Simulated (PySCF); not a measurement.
CH2F, SMILES [CH2]F, multiplicity 2. Atoms are numbered in the order given.

```xyz
4

C     -0.6488     0.0558     0.0000
F      0.6808    -0.0097     0.0000
H     -1.1171    -0.1239     0.9584
H     -1.1171    -0.1239    -0.9584
```
Charge 0, spin multiplicity 2.

Geometry optimised at PBE0-D3(BJ)/def2-TZVPD. The isomer is the one that the SMILES or the coordinates give; other isomers of the formula were not compared.

Method: PySCF with ωB97X/def2-TZVPD.

Mulliken values depend strongly on the basis, most of all with diffuse functions as here. ESP charges are fitted to the potential on shells at 1.4 to 2.0 van der Waals radii. Atomic charges (e):

| atom | meta-Löwdin | Mulliken | ESP fit | Mulliken spin |
|---|---|---|---|---|
| C1 | ? | -0.36 | -0.32 | 0.79 |
| F2 | ? | -0.20 | -0.07 | 0.07 |
| H3 | ? | 0.28 | 0.19 | 0.07 |
| H4 | ? | 0.28 | 0.19 | 0.07 |

Q: Complete the blanks. (An estimate is asked for; the answer gives what the named calculation found.)

A: 
- C1, meta-Löwdin: 0.00
- F2, meta-Löwdin: -0.24
- H3, meta-Löwdin: 0.12
- H4, meta-Löwdin: 0.12
